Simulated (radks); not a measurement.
The numbers below are computed, except where a source is named.
Q: Ionisation of neutral helium, [He], to 1s1 as the strength of local exchange is varied. Level of theory: scalar-relativistic Kohn-Sham, Slater X-alpha exchange (alpha = 2/3 is LDA exchange), no correlation, spin-polarised, spherical densities, finite nucleus; Gaussian nuclear charge, rms radius 1.6755 fm (a radial shooting solver on a logarithmic mesh with Libxc functionals).

| alpha | E(He) (hartree) | exchange (hartree) | IE (eV) | -e of the level emptied (eV) | <r> of it (bohr) |
|---|---|---|---|---|---|
| 0.667 | -2.72419 | -0.85334 | 22.075 | 14.073 (1s) | 0.9719 |
| 0.68 | -2.74086 | -0.87318 | 22.251 | 14.288 (1s) | 0.9678 |
| 0.896 | -3.02666 | -1.22049 | 25.304 | 18.056 (1s) | 0.9053 |
| 0.915 | -3.05260 | -1.25264 | 25.583 | 18.406 (1s) | 0.9002 |
| 0.94 | -3.08694 | -1.29534 | 25.954 | 18.872 (1s) | 0.8936 |
| 0.945 | -3.09383 | -1.30394 | 26.028 | 18.965 (1s) | 0.8923 |
| 0.99 | -3.15629 | -1.38209 | 26.704 | 19.818 (1s) | 0.8808 |
| ? | -2.99136 | -1.17691 | 24.924 | 17.582 (1s) | 0.9123 |

Which alpha was used in the last row?

A: alpha = 0.87. NIST Atomic Spectra Database: 24.587 eV (measured). The Delta-SCF value meets it near alpha = 0.85.
